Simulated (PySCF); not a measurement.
## Spectroscopy problems

Computed data (PySCF 2.14.0 with density-fitted response routines): PBE0/pcSseg-1 with gauge-including orbitals, geometry: GFN2-xTB. One computed conformer, gas phase, averaged over atoms made equivalent by symmetry, fast rotation or ring inversion, relativity neglected.

Scale: $^{1}$H (σref 31.72) and $^{13}$C (σref 186.93) against TMS (reference shieldings calculated alike). Splittings of carbon signals by F and P are missing where no couplings were computed. Where no couplings were computed, multiplicities follow the n + 1 count of equivalent neighbours, and m marks all less simple cases (inequivalent or close neighbours, rings, F or P nearby). Shifts are as computed. Against solution values, carbons near 30 ppm lie about +3 ppm off and those near 130 ppm about +5 ppm. Of 1211 compounds with measured shifts, 218 miss one by over three times the rms of a fit or turn the order of signals round; such compounds aren't used in these exercises.

(1) C8H14O. $^{1}$H NMR (400 MHz, computed): δ 2.34 (m, 1H), 2.28 (m, 2H), 2.19 (s, 3H), 1.69 (m, 1H), 1.49 (m, 2H), 1.38 (m, 2H), 1.34 (m, 2H), 1.12 (m, 1H). $^{13}$C{$^{1}$H} NMR (computed): δ 215.6 (C), 52.0 (CH), 31.1 (CH2), 30.6 (CH2), 30.3 (CH3), 26.5 (CH2). Give a structure.

(2) C7H10O4. $^{1}$H NMR (400 MHz, computed): δ 5.22 (m, 1H), 4.54 (q, 2H), 1.35 (t, 3H), 1.05 (m, 2H), 0.78 (m, 2H). $^{13}$C{$^{1}$H} NMR (computed): δ 164.1 (C), 163.5 (C), 65.3 (CH2), 51.3 (CH), 15.9 (CH3), 8.0 (CH2). Give a structure.

(3) C7H7OP. $^{1}$H NMR (400 MHz, computed): δ 9.75 (m, 1H), 9.42 (m, 1H), 8.86 (m, 1H), 8.43 (m, 1H), 2.78 (s, 3H). $^{13}$C{$^{1}$H} NMR (computed): δ 201.4, 170.9, 165.0, 142.3, 139.8, 136.0, 28.6. Give a structure.

Answers

(1) SMILES C1C(C(C)=O)CCCC1. The formula gives 2 degrees of unsaturation (1 ring in the answer). 6 carbon signals for 8 carbons: some carbons are equivalent by symmetry or fast rotation. Carbon types of the structure: 1 × C, 1 × CH, 5 × CH2, 1 × CH3, which accounts for all hydrogens. δC 215.6: ketone carbonyl carbon; the double bond to the heteroatom, with no lone-pair donor beside it, deshields it most. δC 52.0: sp3 CH α to a carbonyl; the adjacent C=O deshields it moderately. δC 30.3: methyl carbon α to a carbonyl; the adjacent C=O deshields it moderately. δH 2.34: hydrogen on an sp3 CH α to a carbonyl; α to C=O.

This is the structure that produced the data.

(2) SMILES CCOC(=O)C(=O)OC1CC1. Rings plus π bonds: 3 (1 ring in the answer). 6 carbon signals for 7 carbons: some carbons are equivalent by symmetry or fast rotation. Carbon types of the structure: 2 × C, 1 × CH, 3 × CH2, 1 × CH3, which accounts for all hydrogens. δC 164.1, 163.5: ester carbonyl carbon; it is a carbonyl in resonance with an O or N lone pair, the region of acids, esters and amides. δC 65.3: sp3 CH2 bonded to O; the inductive effect lowers its shielding. δC 51.3, 8.0: three-membered-ring carbon. δH 5.22, 1.05, 0.78: hydrogen on a three-membered-ring carbon.

The shifts were computed for this structure.

(3) `c1ccc(C(C)=O)cp1`. 7 carbon signals for 7 carbons: no two carbons are equivalent. Carbon types of the structure: 2 × C, 4 × CH, 1 × CH3, which accounts for all hydrogens. δC 201.4: ketone carbonyl carbon; low-lying n→π* states of the double bond to the heteroatom give a large paramagnetic term (-260 ppm). δC 170.9, 165.0, 139.8, 136.0: aromatic CH. δC 142.3: substituted aromatic carbon. δH 9.75, 9.42, 8.86, 8.43: hydrogen on an aromatic CH.

This is the structure that produced the data.
